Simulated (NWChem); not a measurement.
System: C2HBrCl2; SMILES ClC(Cl)=CBr

Input file for NWChem:

```
start job
memory heap 200 mb stack 900 mb global 1100 mb
geometry units angstroms
  Cl    -1.372684     1.272329     0.301538
  C     -0.935647    -0.383172     0.308365
  Cl    -2.185381    -1.471805     0.767609
  C      0.271688    -0.837668    -0.011524
  Br     1.671962     0.295805    -0.519016
  H      0.518123    -1.885867     0.001739
end
basis spherical
  * library def2-svp
end
dft
  xc pbe0
  iterations 150
end
driver
  maxiter 120
end
task dft optimize
task dft freq
```

Excerpt of the output:

```
             Northwest Computational Chemistry Package (NWChem) 7.3.0
             --------------------------------------------------------

 CS  symmetry detected

                             Geometry "geometry" -> ""
                             -------------------------

 Output coordinates in angstroms (scale by  1.889725989 to convert to a.u.)

  No.       Tag          Charge          X              Y              Z
 ---- ---------------- ---------- -------------- -------------- --------------
    1 Cl                  17.0000     1.59518884     0.96419422     0.00000000
    2 C                    6.0000    -0.11700658     0.97507294     0.00000000
    3 Cl                  17.0000    -0.84252239     2.53439611     0.00000000
    4 C                    6.0000    -0.87030687    -0.11995768     0.00000000
    5 Br                  35.0000    -0.14071240    -1.84354939     0.00000000
    6 H                    1.0000    -1.94651506    -0.08249866     0.00000000

 Effective nuclear repulsion energy (a.u.)     452.9485137991

      Symmetry information
      --------------------

 Group name             Cs
 Group number              2
 Group order               2
 No. of unique centers     6

                                Z-matrix (autoz)
                                --------

 Units are Angstrom for bonds and degrees for angles

      Type          Name      I     J     K     L     M      Value
      ----------- --------  ----- ----- ----- ----- ----- ----------
    1 Stretch                  1     2                       1.71223
    2 Stretch                  2     3                       1.71984
    3 Stretch                  2     4                       1.32912
    4 Stretch                  4     5                       1.87165
    5 Stretch                  4     6                       1.07686
    6 Bend                     1     2     3               115.31547
    7 Bend                     1     2     4               124.16107
    8 Bend                     2     4     5               122.53201
    9 Bend                     2     4     6               122.53164
   10 Bend                     3     2     4               120.52346
   11 Bend                     5     4     6               114.93635
   12 Torsion                  1     2     4     5           0.00000
   13 Torsion                  1     2     4     6         180.00000
   14 Torsion                  3     2     4     5         180.00000
   15 Torsion                  3     2     4     6           0.00000

                           NWChem Geometry Optimization
                           ----------------------------

 maximum gradient threshold         (gmax) =   0.000450
 rms gradient threshold             (grms) =   0.000300
 maximum cartesian step threshold   (xmax) =   0.001800
 rms cartesian step threshold       (xrms) =   0.001200
 fixed trust radius                (trust) =   0.300000
 source of zmatrix                         =   autoz

          -------------------
          Energy Minimization
          -------------------

 Using diagonal initial Hessian
 Scaling for Hessian diagonals: bonds = 1.00  angles = 0.25  torsions = 0.10

          --------
          Step   0

                                 NWChem DFT Module
                                 -----------------

 Summary of "ao basis" -> "ao basis" (spherical)
 ------------------------------------------------------------------------------
       Tag                 Description            Shells   Functions and Types
 ---------------- ------------------------------  ------  ---------------------
 Cl                         def2-svp                 8       18   4s3p1d
 C                          def2-svp                 6       14   3s2p1d
 Br                         def2-svp                12       32   5s4p3d
 H                          def2-svp                 3        5   2s1p

      Symmetry analysis of basis
      --------------------------

        a'         72
        a"         29

            General Information
            -------------------
          SCF calculation type: DFT
          Wavefunction type:  closed shell.
          No. of atoms     :     6
          No. of electrons :    82
           Alpha electrons :    41
            Beta electrons :    41
          Charge           :     0
          Spin multiplicity:     1
          Use of symmetry is: on ; symmetry adaption is: on
          Maximum number of iterations: 150
          AO basis - number of functions:   101
                     number of shells:    43
          Convergence on energy requested:  1.00D-06
          Convergence on density requested:  1.00D-05
          Convergence on gradient requested:  5.00D-04

              XC Information
              --------------
                         PBE0 Method XC Functional
                     Hartree-Fock (Exact) Exchange  0.250
          PerdewBurkeErnzerhof Exchange Functional  0.750
            Perdew 1991 LDA Correlation Functional  1.000 local
           PerdewBurkeErnz. Correlation Functional  1.000 non-local

             Grid Information
             ----------------
          Grid used for XC integration:  medium
          Radial quadrature: Mura-Knowles
          Angular quadrature: Lebedev.
          Tag              B.-S. Rad. Rad. Pts. Rad. Cut. Ang. Pts.
          ---              ---------- --------- --------- ---------
          Cl                  1.00       88          11.0       590
          C                   0.70       49           8.0       434
          Br                  1.15      112          11.0       590
          H                   0.35       45          10.0       434
          Grid pruning is: on
          Number of quadrature shells:   431
          Spatial weights used:  Erf1

      Superposition of Atomic Density Guess
      -------------------------------------

 Sum of atomic energies:       -3566.48174699

      Non-variational initial energy
      ------------------------------

 Total energy =   -3568.297865
 1-e energy   =   -5857.062080
 2-e energy   =    1835.815701
 HOMO         =      -0.236725
 LUMO         =       0.044308

      Symmetry analysis of molecular orbitals - initial
      -------------------------------------------------

  Numbering of irreducible representations:

     1 a'          2 a"

  Orbital symmetries:

     1 a'          2 a'          3 a'          4 a'          5 a'
     6 a'          7 a"          8 a'          9 a'         10 a'
    11 a'         12 a'         13 a'         14 a'         15 a'
    16 a"         17 a'         18 a"         19 a'         20 a'
    21 a"         22 a'         23 a'         24 a"         25 a'
    26 a"         27 a'         28 a'         29 a'         30 a'
    31 a'         32 a'         33 a'         34 a"         35 a'
    36 a"         37 a'         38 a"         39 a'         40 a'
    41 a"         42 a'         43 a"         44 a'         45 a'
    46 a'         47 a'         48 a'         49 a'         50 a'
    51 a'

   convergence    iter        energy       DeltaE   RMS-Dens  Diis-err
 ---------------- ----- ----------------- --------- --------- ---------
 d= 0,ls=0.0,diis     1  -3569.8885017519 -4.02D+03  1.64D-02  8.19D-01
 d= 0,ls=0.0,diis     2  -3569.7650414368  1.23D-01  1.20D-02  1.76D+00
 d= 0,ls=0.0,diis     3  -3569.9811942877 -2.16D-01  1.77D-03  3.04D-02
 d= 0,ls=0.0,diis     4  -3569.9846738395 -3.48D-03  6.72D-04  4.70D-03
 d= 0,ls=0.0,diis     5  -3569.9851703886 -4.97D-04  2.54D-04  8.77D-04
  Resetting Diis
 d= 0,ls=0.0,diis     6  -3569.9852869121 -1.17D-04  4.54D-05  2.68D-05
 d= 0,ls=0.0,diis     7  -3569.9852897258 -2.81D-06  1.00D-05  6.81D-07
 d= 0,ls=0.0,diis     8  -3569.9852897393 -1.34D-08  5.36D-06  4.83D-07

         Total DFT energy =    -3569.985289739269
      One electron energy =    -5857.782827745093
           Coulomb energy =     1993.207384537318
    Exchange-Corr. energy =     -158.358360330604
 Nuclear repulsion energy =      452.948513799110

 Numeric. integr. density =       82.000004867875

                  Occupations of the irreducible representations
                  ----------------------------------------------

                     irrep           alpha         beta
                     --------     --------     --------
                     a'               31.0         31.0
                     a"               10.0         10.0

                       DFT Final Molecular Orbital Analysis
                       ------------------------------------

[...]

      ----------------------
      Optimization converged
      ----------------------

  Step       Energy      Delta E   Gmax     Grms     Xrms     Xmax
  ---- ---------------- -------- -------- -------- -------- --------
@    4   -3569.98571758 -2.5D-07  0.00006  0.00002  0.00052  0.00130
                                     ok       ok       ok       ok

                                Z-matrix (autoz)
                                --------

 Units are Angstrom for bonds and degrees for angles

      Type          Name      I     J     K     L     M      Value     Gradient
      ----------- --------  ----- ----- ----- ----- ----- ---------- ----------
    1 Stretch                  1     2                       1.71118   -0.00004
    2 Stretch                  2     3                       1.72287    0.00004
    3 Stretch                  2     4                       1.33880    0.00002
    4 Stretch                  4     5                       1.86028   -0.00004
    5 Stretch                  4     6                       1.09036   -0.00006
    6 Bend                     1     2     3               115.50119   -0.00000
    7 Bend                     1     2     4               124.29995    0.00001
    8 Bend                     2     4     5               124.18158    0.00001
    9 Bend                     2     4     6               120.26240    0.00001
   10 Bend                     3     2     4               120.19886   -0.00000
   11 Bend                     5     4     6               115.55603   -0.00002
   12 Torsion                  1     2     4     5           0.00000    0.00000
   13 Torsion                  1     2     4     6         180.00000    0.00000
   14 Torsion                  3     2     4     5         180.00000    0.00000
   15 Torsion                  3     2     4     6           0.00000    0.00000

                         Geometry "geometry" -> "geometry"
                         ---------------------------------

 Output coordinates in angstroms (scale by  1.889725989 to convert to a.u.)

  No.       Tag          Charge          X              Y              Z
 ---- ---------------- ---------- -------------- -------------- --------------
    1 Cl                  17.0000     1.60414750     0.98535678     0.00000000
    2 C                    6.0000    -0.10700827     0.97566525     0.00000000
    3 Cl                  17.0000    -0.85755202     2.52646449     0.00000000
    4 C                    6.0000    -0.85517958    -0.13457019     0.00000000
    5 Br                  35.0000    -0.16303432    -1.86129973     0.00000000
    6 H                    1.0000    -1.94324776    -0.06395907     0.00000000

 Effective nuclear repulsion energy (a.u.)     451.1378115389

      Symmetry information
      --------------------

 Group name             Cs
 Group number              2
 Group order               2
 No. of unique centers     6

                Final and change from initial internal coordinates
                --------------------------------------------------

                                Z-matrix (autoz)
                                --------

 Units are Angstrom for bonds and degrees for angles

      Type          Name      I     J     K     L     M      Value       Change
      ----------- --------  ----- ----- ----- ----- ----- ---------- ----------
    1 Stretch                  1     2                       1.71118   -0.00105
    2 Stretch                  2     3                       1.72287    0.00303
    3 Stretch                  2     4                       1.33880    0.00968
    4 Stretch                  4     5                       1.86028   -0.01137
    5 Stretch                  4     6                       1.09036    0.01350
    6 Bend                     1     2     3               115.50119    0.18572
    7 Bend                     1     2     4               124.29995    0.13888
    8 Bend                     2     4     5               124.18158    1.64957
    9 Bend                     2     4     6               120.26240   -2.26925
   10 Bend                     3     2     4               120.19886   -0.32461
   11 Bend                     5     4     6               115.55603    0.61968
   12 Torsion                  1     2     4     5           0.00000    0.00000
   13 Torsion                  1     2     4     6         180.00000    0.00000
   14 Torsion                  3     2     4     5         180.00000    0.00000
   15 Torsion                  3     2     4     6           0.00000    0.00000

[...]

 Rotational Constants
 --------------------
 A=   0.129173 cm-1  (  0.185848 K)
 B=   0.030974 cm-1  (  0.044563 K)
 C=   0.024983 cm-1  (  0.035944 K)

 Temperature                      =   298.15K
 frequency scaling parameter      =   1.0000

 Zero-Point correction to Energy  =   15.338 kcal/mol  (  0.024442 au)
 Thermal correction to Energy     =   18.792 kcal/mol  (  0.029947 au)
 Thermal correction to Enthalpy   =   19.384 kcal/mol  (  0.030891 au)

 Total Entropy                    =   80.047 cal/mol-K
   - Translational                =   41.365 cal/mol-K (mol. weight = 174.8620)
   - Rotational                   =   29.156 cal/mol-K (symmetry #  =        1)
   - Vibrational                  =    9.525 cal/mol-K

 Cv (constant volume heat capacity) =   17.295 cal/mol-K
   - Translational                  =    2.979 cal/mol-K
   - Rotational                     =    2.979 cal/mol-K
   - Vibrational                    =   11.336 cal/mol-K

[normal modes left out]

 ----------------------------------------------------------------------------
 Normal Eigenvalue ||           Projected Infra Red Intensities
  Mode   [cm**-1]  || [atomic units] [(debye/angs)**2] [(KM/mol)] [arbitrary]
 ------ ---------- || -------------- ----------------- ---------- -----------
    1       -0.000 ||    0.000000           0.000         0.000       0.000
    2       -0.000 ||    0.000045           0.001         0.044       0.027
    3       -0.000 ||    0.000115           0.003         0.112       0.070
    4       -0.000 ||    0.000003           0.000         0.003       0.002
    5        0.000 ||    0.000015           0.000         0.015       0.009
    6        0.000 ||    0.000016           0.000         0.016       0.010
    7      145.275 ||    0.000487           0.011         0.474       0.297
    8      185.065 ||    0.000045           0.001         0.044       0.027
    9      255.786 ||    0.000336           0.008         0.327       0.205
   10      355.231 ||    0.000066           0.002         0.064       0.040
   11      482.091 ||    0.002674           0.062         2.607       1.633
   12      641.198 ||    0.010025           0.231         9.773       6.122
   13      780.219 ||    0.071930           1.659        70.121      43.928
   14      792.195 ||    0.030700           0.708        29.928      18.749
   15      944.432 ||    0.124883           2.881       121.742      76.266
   16     1224.426 ||    0.011489           0.265        11.200       7.016
   17     1670.568 ||    0.024696           0.570        24.075      15.082
   18     3257.609 ||    0.017218           0.397        16.785      10.515
 ----------------------------------------------------------------------------
```

Level: PBE0/def2-SVP. This build's default masses of Se (78.918 u) and Br (79.917 u) are each other's, which moves their modes by up to 0.6 %.
